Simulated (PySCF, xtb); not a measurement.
C2H7FOSi, SMILES O([SiH](C)F)C. The values are those of a single conformer.

Harmonic wavenumbers (cm⁻¹) from GFN2-xTB run with xtb at its own minimum, in rising order: 78, 87, 95, 151, 200, 263, 294, 649, 674, 708, 788, 812, 847, 875, 1135, 1143, 1182, 1382, 1419, 1478, 1481, 1485, 1489, 2306, 2950, 2961, 2994, 3023, 3036, 3056.

What does PBE-D3(BJ)/def2-SVP (PySCF) give at its own minimum? (The exact figures need the calculation; the answer reports its results.)

73, 92, 116, 152, 211, 302, 329, 636, 723, 736, 769, 817, 876, 921, 1118, 1136, 1174, 1225, 1376, 1378, 1420, 1424, 1426, 2171, 2922, 2985, 2998, 3042, 3088, 3089. Paired by order, the mean absolute difference is 37 cm⁻¹ and the zero-point energies are 55.8 and 55.4 kcal/mol.
